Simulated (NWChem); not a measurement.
A series in which one site is exchanged, each optimised at PBE0/def2-SVP with NWChem, gas phase unless a solvent is named. def2 effective core potentials on Rb, Ag, Cs; no spin-orbit coupling.

A: [F][Rb] (RbF; site = Rb)
B: [F][Ag] (AgF; site = Ag)
C: [F][Na] (NaF; site = Na)
D: [F][Cs] (CsF; site = Cs)

Values for A:

```
Item                                                Result
--------------------------------------------------  ------
dipole (D), PBE0/def2-SVP                             8.42
orbital gap (eV), PBE0/def2-SVP                       4.45
static polarisability, CAM-B3LYP/def2-SVPD (bohr³)    19.5
```

Task: How do these values change for the other members?

Result: 
| change from A | B | C | D |
|---|---|---|---|
| dipole (D), PBE0/def2-SVP | -3.09 | -1.10 | -0.73 |
| orbital gap (eV), PBE0/def2-SVP | +0.21 | +0.39 | +0.43 |
| static polarisability, CAM-B3LYP/def2-SVPD (bohr³) | +2.7 | -7.7 | +8.0 |
